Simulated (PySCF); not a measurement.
# Reading the logs of faulty runs: FH5NSi2 cation

These are calculations, not measurements. The program is PySCF 2.14.0, an open-source quantum chemistry code, run on an isolated molecule that a program drew, which may never have been made. The molecule is FH5NSi2 cation (charge +1, singlet), drawn as the SMILES string `F[SiH2]N[SiH2+]`.

Each row is a Hartree-Fock (HF) and frozen-core CCSD(T) single point in the cc-pV(D+d)Z basis, meant for a local HF minimum. Run 1 is clean. Each other run has one planted mistake out of seven kinds, and not every kind appears here: one electron removed, one electron added, multiplicity raised by two, geometry at a saddle point, minimal basis STO-3G, one bond length entered in bohr, all coordinates scaled. The reference is restricted for singlets and unrestricted otherwise, and also for a bond in bohr. Adding or removing an electron swaps singlet and doublet. Electrons count all cores. HOMO and LUMO are orbital energies over both spins, the gradient is its largest component, and the lowest frequency (negative if imaginary) is given only where the gradient is small. Bond lengths are over the 8 bonds as drawn. T1 is the CCSD diagnostic: over 0.02 (restricted) or 0.045 (unrestricted) a single reference is doubtful.

Geometry of the clean run:
```xyz
9
FH5NSi2 cation, angstrom
F     0.4942   -0.0721    1.0859
Si    0.9193    1.2108    0.2426
N     1.5653    2.3857    1.4493
Si    0.8287    3.6270    2.2184
H     2.0125    0.8923   -0.6653
H    -0.2651    1.8506   -0.3234
H     2.5199    2.1972    1.7301
H     1.5685    4.3987    3.2094
H    -0.5529    3.9364    1.8743
```

```
run,electrons,basis functions,<S^2>,HOMO (eV),LUMO (eV),gradient (hartree/bohr),lowest frequency (cm^-1),mean bond (Å),longest bond (Å),T1,HF (hartree),CCSD(T) (hartree),mistake
1,48,99,0.000,-17.98,-4.59,2.6e-05,56,1.4846,1.804,0.0156,-734.51770,-735.10481,no fault
2,48,99,0.000,-17.75,-4.67,2.9e-02,-,1.5350,1.865,0.0174,-734.50729,-735.10168,all coordinates scaled
3,48,99,2.031,-12.71,-7.47,1.3e-01,-,1.4846,1.804,0.0146,-734.36790,-734.92166,multiplicity raised by two
4,47,99,0.757,-23.30,-14.45,1.0e-01,-,1.4846,1.804,0.0510,-733.92876,-734.47126,one electron removed
5,49,99,0.768,-6.08,3.08,6.9e-02,-,1.4846,1.804,0.0139,-734.71308,-735.31100,?
6,48,99,0.000,-14.44,-5.78,3.3e-02,-,1.6852,3.409,0.0238,-734.36955,-734.97433,?
```

**Which mistake was planted in run 5, and what did it cost?**

It counts 49 electrons, one more than the clean run, at the same geometry and basis. So the mistake is: one electron added. Subtracting run 1 and multiplying by 627.51 kcal/mol a hartree, the energy moved by -122.6 kcal/mol in HF and -129.4 kcal/mol in CCSD(T).

**Which mistake was planted in run 6, and what did it cost?**

The mean bond changes by a factor of 1.135 and the longest by 1.890, so the molecule wasn't scaled as a whole. A length L in bohr read as angstrom grows by (1/0.5292 - 1) L = 0.890 L. The 8 bonds together grew by 8 x 0.2006 = 1.605 Å, which gives L = 1.804 Å. That is bond Si2-N3, 1.804 Å in the clean geometry. So the mistake is: one bond length entered in bohr. Subtracting run 1 and multiplying by 627.51 kcal/mol a hartree, the energy moved by 93.0 kcal/mol in HF and 81.9 kcal/mol in CCSD(T).

Cautions from the logs. Run 4: T1 is over the limit, so its CCSD(T) energy is less reliable.
